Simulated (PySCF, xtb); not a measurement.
C₂H₆N₂Si, SMILES C#C[SiH](N)N.

GFN2-xTB in xtb at its own geometry gives an orbital gap of 5.14 eV and a dipole moment of 1.90 D.

Geometry: r2SCAN-D4/def2-SVP. The structure was generated by enumeration, and PubChem lists no compound with its InChIKey, so it may never have been made. The values are those of a single conformer.

What does CAM-B3LYP/def2-TZVP in PySCF give? (An estimate is asked for; the answer gives what the named calculation found.)

gap 10.02 eV (levels -8.87 and 1.15 eV), dipole 0.44 D.
